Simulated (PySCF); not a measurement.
**Two-component Hartree-Fock for B³⁺ (boron, charge +3)**

Start: 1s2. Calculated with PySCF 2.14 in an uncontracted even-tempered set (17 s from 0.054 bohr⁻², ratio 2.6; 10 p from 0.071 bohr⁻², ratio 2.6; 7 d from 0.073 bohr⁻², ratio 2.8; 3 f from 6 bohr⁻², ratio 2.8): generalised Hartree-Fock with the X2C-1e Hamiltonian and a Gaussian nucleus; spin-orbit coupling (SO) screened by Boettger's factors.

```
spinor shell  electrons  ε, screened SO (eV)  weight of nominal j (screened SO)  rms radius, screened SO (bohr)
       1s1/2          2              -259.71                              1.000                           0.377
```

| quantity | screened SO |
| --- | --- |
| E (hartree) | -21.99240 |
| M_J | 0 |
| ⟨J²⟩ | 0.000 |
| ⟨L²⟩ | 0.000 |
| ⟨S²⟩ | 0.000 |
